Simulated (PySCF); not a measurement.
# Correlation energy of Bi+ (bismuth, charge +1)

[Xe] 4f14 5d10 6s2 6p2, high-spin 3P determinant. Computed with PySCF 2.14 in cc-pVTZ-PP with ECP60MDF (5s4p3d1f, 39 functions), with scalar relativity through the core potential. Frozen: 5s2 5p6 5d10; 4 electrons correlated.

MP2 pair energies summed by pair of shells (mhartree):

```
 pair  energy  share (%)
6s-6p  -22.84       60.9
6s-6s  -11.00       29.3
6p-6p   -3.66        9.8
```

Total MP2 correlation energy: -37.49 mhartree.

Same-spin part -6.77 and opposite-spin part -30.71 mhartree; SCS-MP2 scales them by 1/3 and 6/5 to -39.12 mhartree.

| level | correlation energy (mhartree) |
| --- | --- |
| CCSD | -47.42 |
| (T) | -0.88 |
| CCSD(T) | -48.30 |

Diagnostics: T1 = 0.0058, D1 = 0.0146, largest double amplitude 0.071.

Spin-orbit coupling is strong in this species (close to jj coupling), so the high-spin LS determinant is a model state, not a physical level.

Cost of the coupled-cluster step: 0.32 s of wall time on 1 thread of Neoverse-V1 (shared host), for 4 correlated electrons.

Iterations:

```
CC2 = 0
CCSD nocc = (np.int64(3), np.int64(1)), nmo = (30, 30)
frozen orbitals [[0, 1, 2, 3, 4, 5, 6, 7, 8], [0, 1, 2, 3, 4, 5, 6, 7, 8]]
max_cycle = 100
direct = 0
conv_tol = 1e-08
conv_tol_normt = 1e-06
diis_space = 8
diis_start_cycle = 0
Init t2, MP2 energy = -0.0374888064243808
Init E_corr(UCCSD) = -0.0374888064281087
cycle = 1  E_corr(UCCSD) = -0.0448622238973782  dE = -0.00737341747  norm(t1,t2) = 0.0345064
cycle = 2  E_corr(UCCSD) = -0.0466137271523929  dE = -0.00175150326  norm(t1,t2) = 0.0113076
cycle = 3  E_corr(UCCSD) = -0.0474267023310793  dE = -0.000812975179  norm(t1,t2) = 0.0044605
cycle = 4  E_corr(UCCSD) = -0.0474132965640142  dE = 1.34057671e-05  norm(t1,t2) = 0.000669372
cycle = 5  E_corr(UCCSD) = -0.0474163440867895  dE = -3.04752278e-06  norm(t1,t2) = 8.35462e-05
cycle = 6  E_corr(UCCSD) = -0.0474159321423011  dE = 4.11944488e-07  norm(t1,t2) = 1.26887e-05
cycle = 7  E_corr(UCCSD) = -0.0474161131405383  dE = -1.80998237e-07  norm(t1,t2) = 1.92657e-06
cycle = 8  E_corr(UCCSD) = -0.0474160531241918  dE = 6.00163464e-08  norm(t1,t2) = 2.78683e-07
cycle = 9  E_corr(UCCSD) = -0.0474160595767794  dE = -6.45258755e-09  norm(t1,t2) = 5.83369e-08
UCCSD converged
E(UCCSD) = -213.3387454571686  E_corr = -0.04741605957677936
UCCSD(T) correction = -0.000883327230881148
```

Spin-orbit coupling is strong in this species, so the high-spin LS determinant is a model state.
